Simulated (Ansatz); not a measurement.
Input file for Ansatz (a program for electronic structure): R-CCSD(T)/def2-TZVPP on H2Sn (SMILES [SnH2]). Elements past Kr take the def2 small-core potentials; no spin–orbit coupling.

Ansatz 0.2 input:
```yaml
crystal:
  periodic: [false, false, false]
  atoms:
    - {symbol: Sn, position_ang: [-0.83123290, 0.04597863, 0.06777398]}
    - {symbol: H, position_ang: [0.29161053, -0.76150873, -1.05377138]}
    - {symbol: H, position_ang: [0.53962237, 0.71553009, 0.98599740]}
basis:
  gaussian:
    orbitals: def2-TZVPP
magnetization: {spin_polarized: false}
correlation: {method: ccsd_t, electrons: outside_noble_gas}
scf: {lower_state_search: off}
```

Problem. What total energy does the run end on?

Solution. -214.5965 hartree (reference determinant -214.4756, T1 diagnostic 0.013).
